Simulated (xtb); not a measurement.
HIn, charge -1, doublet, from a rough starting geometry (GFN-xTB shapes and energies of metal compounds can be far from the true ones) (a state made from the parent by changing its charge; the spin is typed, not shown lowest); GFN2-xTB (xtb).

The xtb input:
```
$ xtb mol.xyz --gfn 2 --chrg -1 --uhf 1 --opt vtight --json

# file mol.xyz
2

In     0.57383577     0.17061738    -0.87803811
H     -0.55661967    -0.15644193     0.77169237
```

Question: What does xtb print? Leave out banner, timings and long lists.

Answer: 
```
   ID    Z sym.   atoms
    1   49 In     1
    2    1 H      2

           -------------------------------------------------
          |                Calculation Setup                |
           -------------------------------------------------

           -------------------------------------------------
          |                 G F N 2 - x T B                 |
           -------------------------------------------------

          ...................................................
          :                      SETUP                      :
          :.................................................:
          :  # basis functions                  11          :
          :  # atomic orbitals                  10          :
          :  # shells                            4          :
          :  # electrons                         5          :
          :  max. iterations                   250          :
          :  Hamiltonian                  GFN2-xTB          :
          :  restarted?                      false          :
          :  GBSA solvation                  false          :
          :  PC potential                    false          :
          :  electronic temp.          300.0000000     K    :
          :  accuracy                    1.0000000          :
          :  -> integral cutoff          0.2500000E+02      :
          :  -> integral neglect         0.1000000E-07      :
          :  -> SCF convergence          0.1000000E-05 Eh   :
          :  -> wf. convergence          0.1000000E-03 e    :
          :  Broyden damping             0.4000000          :
          :  net charge                         -1          :
          :  unpaired electrons                  1          :
          ...................................................

 iter      E             dE          RMSdq      gap      omega  full diag
   1     -1.7986218 -0.179862E+01  0.501E+00    0.00       0.0  T
   2     -1.8031122 -0.449042E-02  0.555E+00    0.00       1.0  T
   3     -1.8037479 -0.635707E-03  0.552E+00    0.00       1.0  T
   4     -1.8063710 -0.262307E-02  0.160E+00    0.00       1.0  T
   5     -1.8063919 -0.209543E-04  0.634E-01    0.00       1.0  T
   6     -1.8063976 -0.567763E-05  0.114E-01    0.00       1.0  T
   7     -1.8063979 -0.313911E-06  0.145E-01    0.00       1.0  T
   8     -1.8063989 -0.102373E-05  0.238E-02    0.00       3.0  T
   9     -1.8063989 -0.942871E-08  0.179E-03    0.00      39.4  T
  10     -1.8063989 -0.127685E-09  0.520E-04    0.00     135.9  T
  11     -1.8063989 -0.105360E-11  0.599E-05    0.00    1180.5  T

   *** convergence criteria satisfied after 11 iterations ***

         :::::::::::::::::::::::::::::::::::::::::::::::::::::
         ::                     SUMMARY                     ::
         :::::::::::::::::::::::::::::::::::::::::::::::::::::
         :: total energy              -1.806166911767 Eh    ::
         :: gradient norm              0.007112349725 Eh/a0 ::
         :: HOMO-LUMO gap              0.000000000000 eV    ::
         ::.................................................::
         :: SCC energy                -1.806398933828 Eh    ::
         :: -> isotropic ES            0.106337931106 Eh    ::
         :: -> anisotropic ES          0.003986246124 Eh    ::
         :: -> anisotropic XC          0.000233464310 Eh    ::
         :: -> dispersion             -0.001385724323 Eh    ::
         :: repulsion energy           0.000232022061 Eh    ::
         :: add. restraining           0.000000000000 Eh    ::
         :: total charge              -1.000000000000 e     ::
         :::::::::::::::::::::::::::::::::::::::::::::::::::::

      -----------------------------------------------------------
     |                   =====================                   |
     |                        A N C O P T                        |
     |                   =====================                   |
[...]
 * total energy  :    -1.8061669 Eh     change       -0.1616485E-12 Eh
 * total energy  :    -1.8074494 Eh     change       -0.1282461E-02 Eh
 * total energy  :    -1.8012756 Eh     change        0.6173799E-02 Eh
 * total energy  :    -1.8078278 Eh     change       -0.6552262E-02 Eh
 * total energy  :    -1.8078557 Eh     change       -0.2783728E-04 Eh
 * total energy  :    -1.8078660 Eh     change       -0.1036627E-04 Eh
 * total energy  :    -1.8078820 Eh     change       -0.1596084E-04 Eh
 * total energy  :    -1.8078821 Eh     change       -0.1346451E-06 Eh
 * total energy  :    -1.8078821 Eh     change       -0.6146084E-09 Eh
   *** GEOMETRY OPTIMIZATION CONVERGED AFTER 9 ITERATIONS ***
[...]
         ::                     SUMMARY                     ::
         :::::::::::::::::::::::::::::::::::::::::::::::::::::
         :: total energy              -1.807882134482 Eh    ::
         :: gradient norm              0.000000469357 Eh/a0 ::
         :: HOMO-LUMO gap              0.000000000000 eV    ::
         ::.................................................::
         :: SCC energy                -1.809694585815 Eh    ::
         :: -> isotropic ES            0.077169461577 Eh    ::
         :: -> anisotropic ES          0.002213346666 Eh    ::
         :: -> anisotropic XC          0.000510731355 Eh    ::
         :: -> dispersion             -0.000620169594 Eh    ::
         :: repulsion energy           0.001812451334 Eh    ::
         :: add. restraining           0.000000000000 Eh    ::
         :: total charge              -1.000000000000 e     ::
         :::::::::::::::::::::::::::::::::::::::::::::::::::::

           -------------------------------------------------
          |                Property Printout                |
           -------------------------------------------------

    * Orbital Energies and Occupations

         #    Occupation            Energy/Eh            Energy/eV
      -------------------------------------------------------------
         1        2.0000           -0.2169074              -5.9024
         2        2.0000           -0.1483939              -4.0380
         3        0.5000           -0.0510840              -1.3901 (HOMO)
         4        0.5000           -0.0510840              -1.3901 (LUMO)
         5                          0.1075477               2.9265
         6                          0.2071333               5.6364
         7                          0.2071333               5.6364
         8                          0.2177677               5.9258
         9                          0.2177677               5.9258
        10                          0.6999350              19.0462
      -------------------------------------------------------------
                  HL-Gap            0.0000000 Eh            0.0000 eV
             Fermi-level           -0.0754115 Eh           -2.0521 eV

     #   Z          covCN         q      C6AA      α(0)
     1  49 In       0.881    -0.774   626.707    65.669
     2   1 H        0.881    -0.226    13.013     5.647

 Mol. C6AA /au·bohr⁶  :        803.825248
 Mol. C8AA /au·bohr⁸  :      99770.403255
 Mol. α(0) /au        :         71.315642

Wiberg/Mayer (AO) data.
largest (>0.10) Wiberg bond orders for each atom

 ---------------------------------------------------------------------------
     #   Z sym  total        # sym  WBO       # sym  WBO       # sym  WBO
 ---------------------------------------------------------------------------
     1  49 In   0.949 --     2 H    0.949
     2   1 H    0.949 --     1 In   0.949
 ---------------------------------------------------------------------------

Topologies differ in total number of bonds
Writing topology from bond orders to xtbtopo.mol

molecular dipole:
                 x           y           z       tot (Debye)
 q only:       -0.534      -0.163       0.855
   full:       -0.694      -0.210       1.090       3.328
molecular quadrupole (traceless):
                xx          xy          yy          xz          yz          zz
 q only:        0.161      -0.400       1.401       2.043       0.602      -1.562
  q+dip:        0.196      -0.471       1.654       2.411       0.712      -1.850
   full:        0.282      -0.821       2.847       4.174       1.222      -3.129

optimized geometry written to: xtbopt.xyz

           -------------------------------------------------
          | TOTAL ENERGY               -1.807882134482 Eh   |
          | GRADIENT NORM               0.000000469357 Eh/α |
          | HOMO-LUMO GAP               0.000000000000 eV   |
           -------------------------------------------------

normal termination of xtb
```
